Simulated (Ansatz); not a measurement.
`B[BH][GeH3]` + HCl → `BBCl` + GeH₄  (cleavage of the B–Ge bond)

Isolated molecules relaxed with PBE0-D4/def2-TZVP in Ansatz; ΔE leaves out vibrations. CCSD(T)/CBS is the MP2 limit (def2-TZVPP, def2-QZVPP) plus CCSD(T) − MP2 in def2-TZVPP, frozen cores. This one scheme is used for every species. For Ge outer-core shells are correlated without core-valence functions, which leaves a few kJ/mol of doubt a bond. Scalar relativity is left out up to krypton.

```json
{"species": "`B[BH][GeH3]`", "CCSD(T)/CBS(def2) energy (Eh)": "-2129.23902"}
{"species": "HCl", "CCSD(T)/CBS(def2) energy (Eh)": "-460.38127"}
{"species": "`BBCl`", "CCSD(T)/CBS(def2) energy (Eh)": "-511.15624"}
{"species": "GeH₄", "CCSD(T)/CBS(def2) energy (Eh)": "-2078.49493"}
```

Q: Work out ΔE.

A: ΔE = (-511.15624) + (-2078.49493) − (-2129.23902) − (-460.38127) = -0.03088 Eh = -81.1 kJ/mol.

Largest T1 diagnostic among the species: 0.013.

At CCSD(T), def2-SVP lies −21.8 kJ/mol from the extrapolated value and def2-TZVPP −1.7 kJ/mol. Leaving LDA and LC-ωPBE aside and taking each functional with its dispersion term where it has one, the values, not all of them listed here, spread over 15.0 kJ/mol, from BHLYP-D4 to PBE-D4. LDA lies +3.8 kJ/mol from PBE without D4.
